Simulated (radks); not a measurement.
Task: Species: Pt. Configuration: [Xe] 4f14 5d9 6s1. Calculated with a radial shooting solver on a logarithmic mesh with Libxc functionals: non-relativistic Kohn-Sham, PBE, spin-polarised, spherical densities, point nucleus; open shells are filled with parallel spins first (spin-orbit coupling, left out, can overturn this in heavy ions); relativity is left out, which matters for an element this heavy. Some entries of the table are withheld. Estimate them.

orbital,occ.,eigenvalue (eV),<r> (bohr),r(max) (bohr)
1s up,1,-71156.35,0.01941,0.01288
1s down,1,-71156.34,0.01941,0.01288
2s up,1,-11839.49,0.08181,0.07005
2s down,1,-11839.41,0.08181,0.07005
2p up,3,-11375.95,0.06915,0.05434
2p down,3,-11375.89,0.06915,0.05434
3s up,1,-2757.166,0.2067,0.1916
3s down,1,-2757.134,0.2067,0.1916
3p up,3,-2539.382,0.1970,0.1803
3p down,3,-2539.349,0.1970,0.1803
3d up,5,-2133.171,0.1722,0.1418
3d down,5,-2133.121,0.1722,0.1418
4s up,1,-575.4606,0.4564,0.4282
4s down,1,-575.3995,0.4564,0.4282
4p up,3,-482.0834,0.4611,0.4277
4p down,3,-482.0182,0.4611,0.4277
4d up,5,-310.7156,0.4707,0.4210
4d down,5,-310.6376,0.4706,0.4210
4f up,7,-82.1949,0.5035,0.3795
4f down,7,-82.0890,0.5031,0.3795
5s up,1,-80.2405,1.054,0.9576
5s down,1,-79.7044,1.053,0.9568
5p up,3,-51.2576,1.152,(1)
5p down,3,-50.6616,1.150,(2)
5d up,5,-7.5382,1.657,1.250
5d down,4,-6.7431,1.646,1.246
6s up,1,-4.4727,3.378,2.737
6s down,0,-3.5528,3.433,2.757

Result: 
(1) 5p up r(max) (bohr): 1.019
(2) 5p down r(max) (bohr): 1.018
